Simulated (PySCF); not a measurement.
Species: C₉H₁₀.
Geometry (PBE0-D3(BJ)/def2-SVP, Å), atoms numbered from 1 in this order:
```
atom  x, y, z in Å
C1     3.253   -0.521   -0.343
C2     2.300    0.354   -0.019
C3     1.284    0.161    1.065
C4    -0.140    0.178    0.557
C5    -0.517   -0.628   -0.524
C6    -1.830   -0.633   -0.987
C7    -2.791    0.174   -0.379
C8    -2.427    0.984    0.695
C9    -1.111    0.985    1.156
H10    3.964   -0.320   -1.149
H11    3.360   -1.471    0.191
H12    2.218    1.291   -0.584
H13    1.481   -0.792    1.585
H14    1.397    0.957    1.820
H15    0.237   -1.254   -1.010
H16   -2.105   -1.269   -1.832
H17   -3.821    0.173   -0.743
H18   -3.172    1.623    1.177
H19   -0.832    1.625    1.998
```

The closed-shell ground state was solved at several levels (PySCF, density fitting, gas phase, non-relativistic).

```csv
level,basis functions,HOMO (eV),LUMO (eV),gap (eV),dipole (D)
CAM-B3LYP/def2-SVPD,260,-8.21,0.72,8.93,0.17
B3LYP/pcSseg-1,203,-6.78,-0.46,6.32,0.15
```

**Question.** Estimate the row for PBE0/pcSseg-1, a basis of 203 functions; the other rows only guide the guess.

**Answer.** HOMO -7.01 eV, LUMO -0.29 eV, gap 6.72 eV, dipole 0.14 D.

**Question.** Over all these levels, which gives the widest orbital gap and which the narrowest?

**Answer.** CAM-B3LYP/def2-SVPD (range-separated hybrid) has the widest, 8.93 eV, and B3LYP/pcSseg-1 (global hybrid, 20 % exact exchange) the narrowest, 6.32 eV. Functional and basis both differ between the two, so the spread mixes both effects.

**Question.** How far do the dipole and the HOMO energy spread over the levels?

**Answer.** The dipole runs from 0.14 to 0.17 D (mean 0.15 D) and the HOMO from -8.21 to -6.78 eV.

One conformer stands for the species.
